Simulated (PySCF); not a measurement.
C5H9NSSi.
Cartesian coordinates in Å at the GFN2-xTB level; atoms count from 1:
```xyz
17
C5H9NSSi angstrom
C      2.608    0.509   -0.149
S      2.449   -0.833    1.077
Si     0.598   -1.706    0.456
N     -0.617   -0.455    0.425
C     -0.693    0.641    1.251
C     -1.811    1.354    0.953
C     -2.469    0.672   -0.100
C     -1.719   -0.422   -0.394
H      1.740    1.158   -0.096
H      3.504    1.063    0.110
H      2.709    0.083   -1.142
H      0.311   -2.722    1.455
H      0.707   -2.187   -0.917
H      0.064    0.816    1.990
H     -2.134    2.264    1.421
H     -3.385    0.967   -0.573
H     -1.867   -1.190   -1.126
```

NICS = −σ at a ghost point: NICS(0) at the centroid of the ring atoms, NICS(1) 1 Å to either side along the normal of their mean plane, zz for the tensor component along that normal. Level: GIAO PBE0/pcSseg-1 (PySCF, non-relativistic, gas phase) on the GFN2-xTB geometry, one conformer.

Ring bond lengths (Å), with Mayer bond orders in brackets: N4–C5 1.374 (1.11), C5–C6 1.359 (1.56), C6–C7 1.417 (1.33), C7–C8 1.359 (1.56), C8–N4 1.373 (1.11).

Q: What do the NICS probes read (ppm)?

A: 
```
          ring                                               type  NICS(0)  NICS(1), two faces  NICS(1)zz, two faces  rms pucker (Å)  centre to ring atoms, mean (Å)
N4–C5–C6–C7–C8  5-membered ring with N; formal bonds all aromatic    -12.4       -10.7 / -10.9         -29.0 / -29.1            0.00                            1.17
```

Q: What do they say, and how far can they be read as aromaticity?

A: 
- N4–C5–C6–C7–C8: mean NICS(1)zz -29.1 ppm, shielded. The ring is flat and has no four-coordinate atom; by the NICS criterion it is aromatic.

Q: What does the geometric index give? Use HOMA with the parameters of Krygowski (1993).

A: 
- N4–C5–C6–C7–C8: HOMA 0.81; the largest term is that of C6–C7, α(R − Ropt)² = 0.22. The geometric and the magnetic index point the same way.

Q: What are the shieldings of the ring atoms and their hydrogens in the same run (means over atoms taken as equivalent)?

A: 
```
   atoms                          environment  σ isotropic (ppm)  principal values of the symmetric part, first atom (ppm)
      N4                pyrrole-type nitrogen               97.6                                         14.0, 81.7, 197.0
 C5 (×2)  aromatic CH next to a ring nitrogen               60.6                                        -21.4, 60.9, 141.6
 C6 (×2)                   aromatic CH carbon               68.2                                        -18.4, 59.3, 163.2
H14 (×2)                    aromatic hydrogen              24.81                                          20.0, 24.7, 28.9
H15 (×2)                    aromatic hydrogen              25.05                                          22.5, 25.4, 27.1
```
